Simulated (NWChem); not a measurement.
# Atomisation of CHBrCl2

```xyz
5

Cl     1.3262    -0.1052    -1.4724
C      0.5109     0.4671     0.0000
Cl     1.3262    -0.1052     1.4724
Br    -1.3913    -0.0227     0.0000
H      0.5392     1.5693     0.0000
```
Charge 0, spin multiplicity 1.

Everything below was run with NWChem. Structure: optimised with PBE/def2-SVP, a minimum by its harmonic frequencies.

Basis set: def2-TZVP. The atomisation energy is electronic alone: no zero-point, thermal, spin-orbit or counterpoise terms. No value is extrapolated to the basis-set limit. Free atoms are single determinants with multiplicities Cl 2, C 3, Br 2, H 2.

The Hamiltonian is non-relativistic. B3LYP has NWChem's definition, with VWN1-RPA local correlation. The structure started from a generated list of species. No SCF solution was tested for a lower state. Open-shell Hartree-Fock references start from PBE0 orbitals.

### Question
Order these methods by the atomisation energy they give, lowest first: PBE0, B3LYP, HF, PBE, BP86, BLYP.

### Answer
HF (210.3 kcal/mol), B3LYP (320.0 kcal/mol), BLYP (321.7 kcal/mol), PBE0 (334.5 kcal/mol), BP86 (343.0 kcal/mol), PBE (346.7 kcal/mol)
